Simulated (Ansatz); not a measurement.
Job for Ansatz (a program for electronic structure): R-CCSD(T)/aug-cc-pVTZ on HF (SMILES F).

Ansatz 0.2 input:
```yaml
crystal:
  periodic: [false, false, false]
  atoms:
    - {symbol: F, position_ang: [-0.00000000, 0.00000000, 0.46222970]}
    - {symbol: H, position_ang: [0.00000000, -0.00000000, -0.46222970]}
basis:
  gaussian:
    orbitals: aug-cc-pVTZ
magnetization: {spin_polarized: false}
correlation: {method: ccsd_t, electrons: outside_noble_gas}
scf: {lower_state_search: off}
```

Q: What total energy does the run end on?

A: -100.3496 hartree (reference determinant -100.0607, T1 diagnostic 0.010).
